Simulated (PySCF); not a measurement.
# Se³⁺ (selenium, charge +3) across methods

[Ar] 3d10 4s2 4p1, 2P determinant. All numbers are calculated (PySCF 2.14, the spin-free X2C one-electron Hamiltonian (Gaussian nucleus), in ANO-RCC-VTZP (6s5p3d1f, 43 functions)).

```csv
method,E (hartree),mean ε 4s α (eV),mean ε 4s β (eV),mean ε 4p α (eV),Σ⟨r²⟩ (bohr²),⟨S²⟩
r2SCAN,-2427.478,-50.229,-48.860,-37.528,18.50,0.754
wB97X,-2427.589,-54.126,-52.828,-40.867,18.49,0.751
LDA,-2423.907,-50.080,-49.072,-37.040,18.49,0.751
PBE,-2427.191,-49.743,-48.608,-37.001,18.52,0.751
PBE0,-2427.234,-51.434,-49.857,-38.509,18.53,0.752
TPSSh,-2427.440,-50.535,-49.003,-37.786,18.52,0.752
UHF,-2425.85113,-55.557,-52.424,-42.267,18.69,0.757
BP86,-2427.831,-49.919,-48.845,-37.109,18.48,0.751
```

**Question.** Estimate the same row for M06-L.

**Answer.** E (hartree) = -2427.451; mean ε 4s α (eV) = -49.879; mean ε 4s β (eV) = -48.527; mean ε 4p α (eV) = -37.042; Σ⟨r²⟩ (bohr²) = 18.48; ⟨S²⟩ = 0.752.
